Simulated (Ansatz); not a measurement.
Start from `[NH2][Ga]([F])[GeH3]` and change one atom or group to get `[NH2][Ga]([F])[Cl]`.

Ansatz, PBE0-D4/def2-TZVP geometries, multiplicity 1. Each molecule was computed in one conformer, which needn't be the lowest.

Scalar relativity is left out up to krypton.

| property | `[NH2][Ga]([F])[GeH3]` |
| --- | --- |
| HOMO energy (B3LYP/def2-TZVPP) / eV | -7.42 |
| LUMO energy (PBE0/def2-TZVPP) / eV | -0.92 |
| size of the dipole moment (ωB97M-V/def2-TZVPP) / D | 2.66 |
| HOMO energy (PBE/def2-TZVPP) / eV | -6.28 |
| HOMO energy (PBE0/def2-TZVPP) / eV | -7.67 |
| HOMO energy (ωB97M-V/def2-TZVPP) / eV | -10.06 |

(1) What does the change do to each property? (An estimate is asked.)

## Answers

(1) Ansatz gave: 
```tsv
property	`[NH2][Ga]([F])[Cl]`	shift
HOMO energy (B3LYP/def2-TZVPP) / eV	-7.93	-0.51
LUMO energy (PBE0/def2-TZVPP) / eV	-1.05	-0.13
size of the dipole moment (ωB97M-V/def2-TZVPP) / D	2.89	0.23
HOMO energy (PBE/def2-TZVPP) / eV	-6.74	-0.46
HOMO energy (PBE0/def2-TZVPP) / eV	-8.18	-0.51
HOMO energy (ωB97M-V/def2-TZVPP) / eV	-10.57	-0.51
```

With PBE0 the HOMO falls by 0.51 eV and the LUMO falls by 0.13 eV, so the gap widens by about 0.38 eV. PBE moves the HOMO by -0.46 eV and ωB97M-V by -0.51 eV. The zero-point energy changes by -57.7 kJ/mol with -9 modes. Dipoles are sizes alone; their direction can turn.

B3LYP here is the variant with VWN-RPA as its local correlation; programs differ in this.
